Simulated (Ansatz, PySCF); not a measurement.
Ways to break one bond of NB(N)Br:

A. NB(N)Br -> N[B]Br + [NH2] (NH2)
B. NB(N)Br → [NH]B(N)Br + H atom

Quantity: bond dissociation energy (enthalpy at 298 K, with B3LYP-D3(BJ) rigid-rotor harmonic-oscillator terms), kJ/mol. Each molecule is optimised on its own at B3LYP-D3(BJ)/def2-TZVP (Ansatz, a quantum-chemistry and plane-wave program), one conformer each, not searched for the lowest. Frequencies are from Ansatz or PySCF. Correlated levels leave the core frozen unless marked. UHF or UKS for open shells. Spin-orbit coupling is left out. The frozen core is the preceding noble-gas configuration, with the filled d and f shells of earlier blocks. Non-relativistic. Basis-set limits of correlation are two-point, X^-3; Hartree-Fock from the larger set.

|  | HF/6-31G (Ansatz) | CAM-B3LYP/def2-TZVPD (Ansatz) | CCSD/6-31G* (Ansatz) | CCSD(T)/CBS(cc-pVTZ,cc-pVQZ) (Ansatz) |
|---|---|---|---|---|
| A | 446.3 | 525.6 | 504.4 | (withheld) |
| B | 374.7 | 468.4 | 425.6 | (withheld) |

Q: Complete the blanks.

A: 
- A, CCSD(T)/CBS(cc-pVTZ,cc-pVQZ) (Ansatz): 537.6
- B, CCSD(T)/CBS(cc-pVTZ,cc-pVQZ) (Ansatz): 479.9
